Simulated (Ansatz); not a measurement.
One change: `N=C(O)[SiH2][SiH3]` becomes `N=[C](O)[GaH2]`.

Ansatz, PBE0-D4/def2-TZVP geometries, multiplicity 1. Each molecule was computed in one conformer, which needn't be the lowest.

Scalar relativity is left out up to krypton.

| property | `N=C(O)[SiH2][SiH3]` |
| --- | --- |
| HOMO–LUMO gap (ωB97M-V/def2-TZVPP) / eV | 11.43 |
| size of the dipole moment (ωB97M-V/def2-TZVPP) / D | 1.04 |
| HOMO–LUMO gap (B3LYP/def2-TZVPP) / eV | 6.76 |
| LUMO energy (ωB97M-V/def2-TZVPP) / eV | 1.49 |
| LUMO energy (PBE0/def2-TZVPP) / eV | -0.53 |
| size of the dipole moment (PBE/def2-TZVPP) / D | 0.79 |

Question: What does the change do to each property? (Estimate.)

Answer: Ansatz gave: 
| property | `N=[C](O)[GaH2]` | shift |
| --- | --- | --- |
| HOMO–LUMO gap (ωB97M-V/def2-TZVPP) / eV | 9.26 | -2.17 |
| size of the dipole moment (ωB97M-V/def2-TZVPP) / D | 1.14 | 0.10 |
| HOMO–LUMO gap (B3LYP/def2-TZVPP) / eV | 4.74 | -2.02 |
| LUMO energy (ωB97M-V/def2-TZVPP) / eV | -0.44 | -1.93 |
| LUMO energy (PBE0/def2-TZVPP) / eV | -2.19 | -1.66 |
| size of the dipole moment (PBE/def2-TZVPP) / D | 0.83 | 0.04 |

With PBE0 the HOMO rises by 0.30 eV and the LUMO falls by 1.66 eV, so the gap narrows by about 1.96 eV. PBE moves the HOMO by 0.28 eV and ωB97M-V by 0.25 eV. Dipoles are sizes alone; their direction can turn.

B3LYP here is the variant with VWN-RPA as its local correlation; programs differ in this.
